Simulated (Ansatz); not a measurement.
C$_{3}$H$_{8}$Si (`C=CC[SiH3]`). Charge 0, multiplicity 1.

```xyz
12

C     2.0262   -0.1325    0.2661
C     0.8002   -0.0081    0.7585
C    -0.4171   -0.6808    0.2261
Si   -1.5227    0.5355   -0.6999
H     2.2366   -0.7846   -0.5762
H     2.8619    0.4123    0.6885
H     0.6419    0.6618    1.6019
H    -1.0102   -1.1159    1.0379
H    -0.1503   -1.4925   -0.4574
H    -0.8229    1.0380   -1.9108
H    -2.7919   -0.1250   -1.1114
H    -1.8518    1.6918    0.1766
```

Problem. What are the harmonic wavenumbers in cm⁻¹ at PBE0-D4/def2-TZVP (Ansatz, finite differences of forces, unscaled)? (Estimate.)

Solution. Ansatz gave: 85, 144, 220, 405, 520, 590, 603, 778, 844, 923, 937, 945, 946, 956, 1028, 1064, 1181, 1219, 1328, 1427, 1457, 1715, 2215, 2222, 2232, 3047, 3101, 3146, 3153, 3242.

Problem. Is this a minimum?

Solution. Yes, all 30 modes are real.

Problem. Give the ideal-gas thermochemistry at 298.15 K and 1 bar (rigid rotor, harmonic oscillator; point group C1, symmetry number 1).

Solution. Zero-point energy 249.3 kJ/mol; H(298) − E = 267.8 kJ/mol; entropy 319.8 J/(mol·K), of which translation 162.2, rotation 106.4, vibration 51.2; G(298) − E = 172.5 kJ/mol. Modes under 100 cm⁻¹ are hindered rotations or soft bends, so the harmonic entropy is rough.

Problem. And at 400, 500, 600, 800 and 1000 K?

Solution. 
| T (K) | H − E (kJ/mol) | S (J/mol/K) | G − E (kJ/mol) |
| --- | --- | --- | --- |
| 400 | 279.1 | 352.1 | 138.2 |
| 500 | 292.6 | 382.1 | 101.5 |
| 600 | 308.0 | 410.2 | 61.9 |
| 800 | 343.6 | 461.2 | -25.4 |
| 1000 | 383.9 | 506.1 | -122.2 |

Problem. Rotational constants (cm⁻¹)?

Solution. 0.5228, 0.09297, 0.08897.
